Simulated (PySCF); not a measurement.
NMR data simulated for an unnamed compound:

$^{1}$H NMR (600 MHz, computed): δ 10.38 (m, 1H), 6.62 (m, 1H), 5.28 (m, 2H), 4.04 (q, 2H), 1.46 (t, 3H).

$^{13}$C{$^{1}$H} NMR (computed): δ 198.4 (C), 194.6 (CH), 136.5 (CH), 63.8 (CH2), 20.4 (CH3).

[PySCF 2.14.0 with density-fitted response routines: shieldings: GIAO PBE0/pcSseg-1; structure optimised with GFN2-xTB; non-relativistic Hamiltonian; one conformer; no solvent; rapidly exchanging positions averaged]

Chemical shifts δ = σref − σ; $^{1}$H (σ = 31.72 ppm) and $^{13}$C (σ = 186.93 ppm) against TMS, all at this level.

Task: Which of these does the molecule contain: a non-aromatic C=C double bond, an aldehyde, a carboxylic acid, a CH3CH2 unit, a benzene ring, an N-methyl group?

Result: 
- A non-aromatic C=C double bond: yes.
- An aldehyde: yes (δC 194.6; δH 10.38 (m)).
- A carboxylic acid: no.
- A CH3CH2 unit: yes (δC 20.4, 63.8; δH 1.46 (t), 4.04 (q)).
- A benzene ring: no.
- An N-methyl group: no.

The data belong to SMILES C(C)O[SiH2]/C(F)=C\C=O, C5H9FO2Si; they needn't prove each group on their own.

Carbon signals by region: 2 in the far downfield region (above 160 ppm), 1 in the sp2 and nitrile region (100–160 ppm), 1 at 50–100 ppm, 1 below 50 ppm. Above 160 ppm: 198.4, β carbon of a C=C–C=O unit, 194.6, aldehyde carbonyl carbon.

Splittings by $^{19}$F in the carbon and heteronuclear signals aren't shown, as no couplings were computed. Shifts are as computed. Against solution values, carbons near 30 ppm lie about +3 ppm off and those near 130 ppm about +5 ppm. Of 1309 compounds with measured shifts, 239 miss one by over three times the rms of a fit or turn the order of signals round; such compounds aren't used in these exercises. No couplings were computed; multiplicities are counted from neighbouring protons, with m where these are inequivalent, close in shift, in a saturated or five-membered ring or joined by F or P, and br s for small geminal =CH2 splittings.
